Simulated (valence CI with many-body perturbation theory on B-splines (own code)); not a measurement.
**E1 line list for Er LIV**

Computed by relativistic CI+MBPT: five valence electrons over a frozen Dirac-Fock core [Ne], a basis of 11 s, 11 p, 10 d, 8 f, 5 g, 2 h functions for each j, with the one-electron correlation potential Σ1, the two-electron term Σ2, the three-electron term Σ3, Breit, model QED; selected CI, second order for the rest, scaled by the run's own slope (own B-spline code, finite nucleus).

No measured spectrum was set against this ion. As an estimate, large intervals hold to a few tenths of a per cent, small ones and those within an open d or f shell to about a per cent. Among the levels kept, up to 3000 cm⁻¹ of a level comes from second order outside the variational space, and about a tenth of that is noise between levels of different J, which matters for small intervals.

Lines 1 to 50 of 564 in falling wavelength, among levels below 1033.8 eV, chosen from the strongest by gf and those to the six lowest levels. Wavelengths and rates use the calculated energies. Electric multipoles are in the length gauge, E1 and E2 with the static RPA response of the core. Weak lines are less certain than strong ones. Lines between different terms over intervals too small for the method are left out, as are lines whose strength nearly cancels. The highest levels of a list are the least certain.

Levels are named by their leading jj configuration (3d3/2^4 stands for four electrons in 3d with j = 3/2), which in mixed levels can hold well under half, so a name can repeat and another be missing. Letters in brackets count levels of one name in rising energy.

| λ vac (nm) | Upper | Lower | A (s⁻¹) | S (a.u.) with core polarisation | S without |
| --- | --- | --- | --- | --- | --- |
| 41.65 | (3s^2 3p1/2 3p3/2^2) J=5/2 | (3s^2 3p1/2^2 3d3/2) J=3/2 | 1.29e+06 | 2.77e-04 | 2.81e-04 |
| 11.23 | (3s 3p1/2 3p3/2 3d3/2^2) J=9/2 | (3s^2 3p3/2 3d3/2^2) J=7/2 [a] | 2.47e+09 | 1.72e-02 | 1.75e-02 |
| 10.20 | (3s 3p1/2^2 3p3/2 3d3/2) J=7/2 | (3s^2 3p1/2 3p3/2 3d3/2) J=5/2 [b] | 5.67e+09 | 2.38e-02 | 2.42e-02 |
| 9.739 | (3s 3p1/2^2 3d3/2 3d5/2) J=9/2 | (3s^2 3p1/2 3d3/2 3d5/2) J=7/2 [b] | 1.10e+10 | 5.00e-02 | 5.08e-02 |
| 9.466 | (3s 3p1/2 3p3/2^2 3d3/2) J=9/2 | (3s^2 3p3/2^2 3d3/2) J=7/2 | 8.56e+09 | 3.58e-02 | 3.64e-02 |
| 9.252 | (3p1/2^2 3p3/2^2 3d3/2) J=7/2 | (3s 3p1/2 3p3/2^2 3d3/2) J=5/2 [e] | 4.73e+09 | 1.48e-02 | 1.50e-02 |
| 9.218 | (3s 3p1/2^2 3d3/2^2) J=1/2 | (3s^2 3p1/2 3d3/2^2) J=1/2 | 1.84e+10 | 1.42e-02 | 1.45e-02 |
| 8.916 | (3s 3p1/2^2 3p3/2 3d5/2) J=9/2 | (3s^2 3p1/2 3p3/2 3d5/2) J=9/2 | 8.15e+09 | 2.85e-02 | 2.90e-02 |
| 8.892 | (3s 3p1/2^2 3p3/2 3d5/2) J=7/2 [a] | (3s^2 3p1/2 3p3/2 3d5/2) J=7/2 [b] | 5.21e+09 | 1.44e-02 | 1.47e-02 |
| 8.887 | (3s 3p1/2^2 3p3/2 3d5/2) J=7/2 [a] | (3s^2 3p1/2 3p3/2 3d5/2) J=5/2 [b] | 7.65e+09 | 2.12e-02 | 2.16e-02 |
| 8.731 | (3s 3p1/2^2 3p3/2^2) J=5/2 | (3s^2 3p1/2 3p3/2^2) J=5/2 | 7.48e+09 | 1.47e-02 | 1.50e-02 |
| 8.544 | (3s 3p1/2^2 3d3/2^2) J=3/2 | (3s^2 3p1/2 3d3/2^2) J=5/2 | 1.38e+10 | 1.70e-02 | 1.73e-02 |
| 8.500 | (3s 3p1/2 3p3/2^2 3d5/2) J=11/2 | (3s^2 3p3/2^2 3d5/2) J=9/2 | 1.62e+10 | 5.91e-02 | 6.00e-02 |
| 8.473 | (3s^2 3p3/2 3d3/2^2) J=7/2 [a] | (3s^2 3p3/2^2 3d5/2) J=5/2 [b] | 6.72e+09 | 1.62e-02 | 1.64e-02 |
| 8.378 | (3s 3p1/2^2 3p3/2 3d3/2) J=7/2 | (3s^2 3p1/2 3p3/2 3d3/2) J=7/2 | 1.06e+10 | 2.46e-02 | 2.51e-02 |
| 8.372 | (3s 3p1/2^2 3d3/2 3d5/2) J=7/2 [a] | (3s^2 3p1/2 3d3/2 3d5/2) J=5/2 [a] | 9.24e+09 | 2.14e-02 | 2.17e-02 |
| 8.328 | (3s 3p1/2^2 3d5/2^2) J=9/2 | (3s^2 3p1/2 3d5/2^2) J=9/2 | 1.35e+10 | 3.85e-02 | 3.91e-02 |
| 8.263 | (3s 3p1/2^2 3d5/2^2) J=9/2 | (3s^2 3p1/2 3d5/2^2) J=7/2 | 2.66e+10 | 7.41e-02 | 7.52e-02 |
| 8.260 | (3s 3p1/2^2 3p3/2 3d3/2) J=5/2 [a] | (3s^2 3p1/2 3p3/2 3d3/2) J=5/2 [a] | 1.09e+10 | 1.82e-02 | 1.85e-02 |
| 8.248 | (3s^2 3p3/2 3d3/2^2) J=7/2 [b] | (3s^2 3p3/2^2 3d5/2) J=5/2 [b] | 7.20e+09 | 1.60e-02 | 1.62e-02 |
| 8.246 | (3s 3p1/2 3p3/2^2 3d5/2) J=9/2 [b] | (3s^2 3p3/2^2 3d5/2) J=7/2 | 1.61e+10 | 4.45e-02 | 4.53e-02 |
| 8.224 | (3s 3p1/2^2 3p3/2 3d5/2) J=9/2 | (3s^2 3p1/2 3p3/2 3d5/2) J=7/2 [a] | 2.03e+10 | 5.58e-02 | 5.67e-02 |
| 8.191 | (3s 3p1/2^2 3d3/2 3d5/2) J=3/2 [a] | (3s^2 3p1/2 3d3/2 3d5/2) J=1/2 | 1.24e+10 | 1.35e-02 | 1.37e-02 |
| 8.177 | (3s 3p1/2^2 3d5/2^2) J=5/2 | (3s^2 3p1/2 3d5/2^2) J=5/2 | 1.77e+10 | 2.87e-02 | 2.92e-02 |
| 8.176 | (3s 3p1/2^2 3d3/2 3d5/2) J=7/2 [a] | (3s^2 3p1/2 3d3/2 3d5/2) J=7/2 [a] | 1.57e+10 | 3.38e-02 | 3.43e-02 |
| 8.161 | (3s 3p1/2^2 3p3/2 3d5/2) J=5/2 [a] | (3s^2 3p1/2 3p3/2 3d5/2) J=5/2 [a] | 1.25e+10 | 2.01e-02 | 2.04e-02 |
| 8.161 | (3s 3p1/2^2 3d5/2^2) J=5/2 | (3s^2 3p1/2 3d5/2^2) J=3/2 | 2.20e+10 | 3.55e-02 | 3.60e-02 |
| 8.117 | (3s 3p1/2^2 3d3/2 3d5/2) J=3/2 [a] | (3s^2 3p1/2 3d3/2 3d5/2) J=3/2 [a] | 1.21e+10 | 1.28e-02 | 1.30e-02 |
| 8.115 | (3s 3p1/2^2 3p3/2^2) J=5/2 | (3s^2 3p1/2 3p3/2^2) J=3/2 | 1.19e+10 | 1.89e-02 | 1.92e-02 |
| 8.096 | (3s 3p1/2^2 3d3/2 3d5/2) J=5/2 [a] | (3s^2 3p1/2 3d3/2 3d5/2) J=5/2 [a] | 1.20e+10 | 1.88e-02 | 1.91e-02 |
| 8.068 | (3s 3p1/2 3p3/2^3) J=5/2 | (3s^2 3p3/2^3) J=3/2 | 1.27e+10 | 1.97e-02 | 2.01e-02 |
| 8.041 | (3s 3p1/2^2 3d3/2^2) J=5/2 | (3s^2 3p1/2 3d3/2^2) J=5/2 | 1.67e+10 | 2.58e-02 | 2.62e-02 |
| 8.031 | (3p1/2^2 3p3/2^2 3d3/2) J=7/2 | (3s 3p1/2 3p3/2^2 3d3/2) J=7/2 [c] | 1.41e+10 | 2.88e-02 | 2.93e-02 |
| 8.000 | (3s 3p1/2^2 3p3/2 3d5/2) J=7/2 [b] | (3s^2 3p1/2 3p3/2 3d5/2) J=5/2 [b] | 7.38e+09 | 1.49e-02 | 1.52e-02 |
| 7.974 | (3s 3p1/2^2 3p3/2 3d5/2) J=5/2 [a] | (3s^2 3p1/2 3p3/2 3d5/2) J=3/2 [a] | 1.79e+10 | 2.69e-02 | 2.74e-02 |
| 7.932 | (3s 3p1/2^2 3d3/2 3d5/2) J=9/2 | (3s^2 3p1/2 3d3/2 3d5/2) J=9/2 | 1.62e+10 | 3.99e-02 | 4.06e-02 |
| 7.929 | (3s 3p1/2^2 3p3/2^2) J=1/2 | (3s^2 3p1/2 3p3/2^2) J=1/2 | 2.60e+10 | 1.28e-02 | 1.30e-02 |
| 7.913 | (3s 3p1/2^2 3d3/2 3d5/2) J=5/2 [a] | (3s^2 3p1/2 3d3/2 3d5/2) J=7/2 [a] | 1.19e+10 | 1.74e-02 | 1.77e-02 |
| 7.887 | (3s 3p1/2^2 3d5/2^2) J=1/2 | (3s^2 3p1/2 3d5/2^2) J=1/2 | 4.18e+10 | 2.02e-02 | 2.05e-02 |
| 7.822 | (3s 3p1/2 3p3/2^2 3d3/2) J=7/2 [c] | (3s^2 3p3/2^2 3d3/2) J=7/2 | 1.30e+10 | 2.46e-02 | 2.50e-02 |
| 7.816 | (3s 3p1/2 3p3/2^2 3d5/2) J=3/2 [a] | (3s^2 3p3/2^2 3d5/2) J=1/2 | 1.28e+10 | 1.20e-02 | 1.22e-02 |
| 7.741 | (3s 3p1/2 3p3/2^2 3d5/2) J=5/2 [d] | (3s^2 3p3/2^2 3d5/2) J=5/2 [a] | 9.39e+09 | 1.29e-02 | 1.31e-02 |
| 7.737 | (3s 3p1/2^2 3p3/2 3d5/2) J=3/2 [b] | (3s^2 3p1/2 3p3/2 3d5/2) J=3/2 [b] | 1.35e+10 | 1.23e-02 | 1.25e-02 |
| 7.709 | (3s 3p1/2^2 3p3/2 3d5/2) J=3/2 [a] | (3s^2 3p1/2 3p3/2 3d5/2) J=5/2 [a] | 2.04e+10 | 1.84e-02 | 1.87e-02 |
| 7.696 | (3s 3p1/2 3p3/2^2 3d5/2) J=7/2 [d] | (3s^2 3p3/2^2 3d5/2) J=5/2 [a] | 1.65e+10 | 2.97e-02 | 3.01e-02 |
| 7.682 | (3s 3p1/2^2 3d3/2 3d5/2) J=5/2 [b] | (3s^2 3p1/2 3d3/2 3d5/2) J=3/2 [a] | 9.00e+09 | 1.21e-02 | 1.23e-02 |
| 7.639 | (3s 3p1/2^2 3d5/2^2) J=3/2 | (3s^2 3p1/2 3d5/2^2) J=5/2 | 3.30e+10 | 2.90e-02 | 2.95e-02 |
| 7.557 | (3s 3p1/2^2 3d3/2 3d5/2) J=7/2 [b] | (3s^2 3p1/2 3d3/2 3d5/2) J=9/2 | 2.95e+10 | 5.02e-02 | 5.10e-02 |
| 7.524 | (3s 3p1/2^2 3d5/2^2) J=7/2 | (3s^2 3p1/2 3d5/2^2) J=9/2 | 3.13e+10 | 5.26e-02 | 5.35e-02 |
| 7.512 | (3s 3p1/2 3p3/2^2 3d5/2) J=3/2 [c] | (3s^2 3p3/2^2 3d5/2) J=5/2 [a] | 1.45e+10 | 1.21e-02 | 1.23e-02 |
